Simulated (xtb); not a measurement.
xtb input (GFN1-xTB):

```bash
xtb mol.xyz --gfn 1 --sp --chrg 1 --uhf 0
```
mol.xyz:
```
3

Al     0.00000000     0.00000000     0.00000000
I      0.00000000     0.00000000     2.36949813
I     -0.00000000    -0.00000000    -2.36949813
```

Output:

```
           -------------------------------------------------
          |                Calculation Setup                |
           -------------------------------------------------

           -------------------------------------------------
          |                 G F N 1 - x T B                 |
           -------------------------------------------------

        Reference                      10.1021/acs.jctc.7b00118
      * Hamiltonian:
        H0-scaling (s, p, d)           1.850000    2.250000    2.000000
        zeta-weighting                 0.000000
      * Dispersion:
        s8                             2.400000
        a1                             0.630000
        a2                             5.000000
        s9                             0.000000
      * Repulsion:
        kExp                           1.500000
        rExp                           1.000000
      * Coulomb:
        alpha                          2.000000
        third order                    atomic
        anisotropic                    false
      * Halogen bond correction:
        rad-scale                      1.300000
        damping                        0.440000

          ...................................................
          :                      SETUP                      :
          :.................................................:
          :  # basis functions                  30          :
          :  # atomic orbitals                  27          :
          :  # shells                            9          :
          :  # electrons                        16          :
          :  # halogen bonds                     0          :
          :  max. iterations                   250          :
          :  Hamiltonian                  GFN1-xTB          :
          :  restarted?                      false          :
          :  GBSA solvation                  false          :
          :  PC potential                    false          :
          :  electronic temp.          300.0000000     K    :
          :  accuracy                    1.0000000          :
          :  -> integral cutoff          0.2500000E+02      :
          :  -> integral neglect         0.1000000E-07      :
          :  -> SCF convergence          0.1000000E-05 Eh   :
          :  -> wf. convergence          0.2000000E-04 e    :
          :  Broyden damping             0.4000000          :
          :  net charge                          1          :
          :  unpaired electrons                  0          :
          ...................................................

 iter      E             dE          RMSdq      gap      omega  full diag
   1     -8.8780878 -0.887809E+01  0.530E+00    4.82       0.0  T
   2     -8.8929233 -0.148355E-01  0.301E+00    4.46       1.0  T
   3     -8.8974881 -0.456484E-02  0.201E+00    4.68       1.0  T
   4     -8.9023127 -0.482460E-02  0.430E-02    4.58       1.3  T
   5     -8.9023195 -0.674702E-05  0.726E-03    4.58       8.0  T
   6     -8.9023196 -0.990239E-07  0.115E-04    4.58     501.1  T
   7     -8.9023196 -0.282441E-11  0.885E-07    4.58   65232.2  T

   *** convergence criteria satisfied after 7 iterations ***

         #    Occupation            Energy/Eh            Energy/eV
      -------------------------------------------------------------
         1        2.0000           -1.1263136             -30.6486
         2        2.0000           -1.1222221             -30.5372
         3        2.0000           -0.7553701             -20.5547
         4        2.0000           -0.6918930             -18.8274
         5        2.0000           -0.6789521             -18.4752
         6        2.0000           -0.6789521             -18.4752
         7        2.0000           -0.6780871             -18.4517
         8        2.0000           -0.6780871             -18.4517 (HOMO)
         9                         -0.5096710             -13.8689 (LUMO)
        10                         -0.3693833             -10.0514
        11                         -0.3693833             -10.0514
        12                         -0.3341870              -9.0937
        13                         -0.3341870              -9.0937
       ...                                ...                  ...
        27                          1.1359689              30.9113
      -------------------------------------------------------------
                  HL-Gap            0.1684161 Eh            4.5828 eV
             Fermi-level           -0.5938790 Eh          -16.1603 eV

 SCC (total)                   0 d,  0 h,  0 min,  0.007 sec
 SCC setup                      ...        0 min,  0.000 sec (  1.748%)
 Dispersion                     ...        0 min,  0.000 sec (  0.989%)
 classical contributions        ...        0 min,  0.000 sec (  0.463%)
 integral evaluation            ...        0 min,  0.002 sec ( 29.605%)
 iterations                     ...        0 min,  0.002 sec ( 27.260%)
 molecular gradient             ...        0 min,  0.003 sec ( 36.894%)
 printout                       ...        0 min,  0.000 sec (  2.758%)

         :::::::::::::::::::::::::::::::::::::::::::::::::::::
         ::                     SUMMARY                     ::
         :::::::::::::::::::::::::::::::::::::::::::::::::::::
         :: total energy              -8.851002655263 Eh    ::
         :: gradient norm              0.036349840853 Eh/a0 ::
         :: HOMO-LUMO gap              4.582834123343 eV    ::
         ::.................................................::
         :: SCC energy                -8.902319574656 Eh    ::
         :: -> electrostatic           0.116124951273 Eh    ::
         :: repulsion energy           0.052654436133 Eh    ::
         :: dispersion energy         -0.001337516740 Eh    ::
         :: halogen bond corr.         0.000000000000 Eh    ::
         :: add. restraining           0.000000000000 Eh    ::
         :: total charge               1.000000000000 e     ::
         :::::::::::::::::::::::::::::::::::::::::::::::::::::

           -------------------------------------------------
          |                Property Printout                |
           -------------------------------------------------

    * Orbital Energies and Occupations

         #    Occupation            Energy/Eh            Energy/eV
      -------------------------------------------------------------
         1        2.0000           -1.1263136             -30.6486
         2        2.0000           -1.1222221             -30.5372
         3        2.0000           -0.7553701             -20.5547
         4        2.0000           -0.6918930             -18.8274
         5        2.0000           -0.6789521             -18.4752
         6        2.0000           -0.6789521             -18.4752
         7        2.0000           -0.6780871             -18.4517
         8        2.0000           -0.6780871             -18.4517 (HOMO)
         9                         -0.5096710             -13.8689 (LUMO)
        10                         -0.3693833             -10.0514
        11                         -0.3693833             -10.0514
        12                         -0.3341870              -9.0937
        13                         -0.3341870              -9.0937
        14                         -0.3042472              -8.2790
        15                         -0.3030584              -8.2466
        16                         -0.3030584              -8.2466
        17                         -0.3017062              -8.2098
        18                         -0.3017062              -8.2098
        19                         -0.2342445              -6.3741
       ...                                ...                  ...
Note: The following floating-point exceptions are signalling: IEEE_DENORMAL
normal termination of xtb
        27                          1.1359689              30.9113
      -------------------------------------------------------------
                  HL-Gap            0.1684161 Eh            4.5828 eV
             Fermi-level           -0.5938790 Eh          -16.1603 eV

  Mulliken/CM5 charges         n(s)   n(p)   n(d)
     1Al    0.52868  0.34969   1.155  0.763  0.554
     2I     0.23566  0.32516   1.963  4.818 -0.017
     3I     0.23566  0.32516   1.963  4.818 -0.017

Wiberg/Mayer (AO) data.
largest (>0.10) Wiberg bond orders for each atom

 ---------------------------------------------------------------------------
     #   Z sym  total        # sym  WBO       # sym  WBO       # sym  WBO
 ---------------------------------------------------------------------------
     1  13 Al   3.208 --     3 I    1.604     2 I    1.604
     2  53 I    1.802 --     1 Al   1.604     3 I    0.198
     3  53 I    1.802 --     1 Al   1.604     2 I    0.198
 ---------------------------------------------------------------------------

Topologies differ in total number of bonds
Writing topology from bond orders to xtbtopo.mol

 dipole moment from electron density (au)
     X       Y       Z
   0.0000   0.0000  -0.0000  total (Debye):    0.000

           -------------------------------------------------
          | TOTAL ENERGY               -8.851002655263 Eh   |
          | GRADIENT NORM               0.036349840853 Eh/α |
          | HOMO-LUMO GAP               4.582834123343 eV   |
           -------------------------------------------------

------------------------------------------------------------------------
------------------------------------------------------------------------
 total:
 SCF:
```

It need not be the lowest isomer of its formula.
